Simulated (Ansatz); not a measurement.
Stepwise reaction of `[BH2][Ga]([BH2])[F]` with water, as a gas-phase model of exchange steps in deposition or etching. ΔE in kJ/mol; ΔG adds harmonic PBE0-D4 terms to CCSD(T)/CBS, at 1 bar.

Gas-phase electronic energies from Ansatz, PBE0-D4/def2-TZVP geometries. CBS: MP2 limit from def2 TZ/QZ plus the TZ coupled-cluster correction, frozen cores. This one scheme is used for every species. DFT in def2-TZVPP. B3LYP here is the variant with VWN-RPA as its local correlation; programs differ in this. For Ga outer-core shells are correlated without core-valence functions, which leaves a few kJ/mol of doubt a bond. Scalar relativity is left out up to krypton. Each species was taken in one conformer, which may not be the lowest.

| step | reaction | PBE-D4 | B3LYP-D4 | ωB97M-V | CCSD(T)/CBS | ΔG(500 K) |
| --- | --- | --- | --- | --- | --- | --- |
| 1 | `[BH2][Ga]([BH2])[F]` + H₂O → `[BH2][Ga]([OH])[F]` + BH₃ | -71.1 | -84.6 | -84.8 | -81.5 | -81.8 |
| 2 | `[BH2][Ga]([OH])[F]` + H₂O → `[OH][Ga]([OH])[F]` + BH₃ | -29.7 | -40.6 | -41.2 | -39.3 | -37.4 |

Question: By hand: ΔE of the 2 steps together at CCSD(T)/CBS.

Answer: (-81.5) + (-39.3) = -120.8 kJ/mol, or -60.4 kJ/mol a step.

In ΔE each step is higher than the one before. All are downhill at CCSD(T)/CBS. ΔG lies between -81.8 and -37.4 kJ/mol a step. PBE-D4 differs from CCSD(T)/CBS by 9.6 to 10.4 kJ/mol a step. Isolated molecules leave out the surface, adducts and barriers. Largest T1 diagnostic: 0.014.
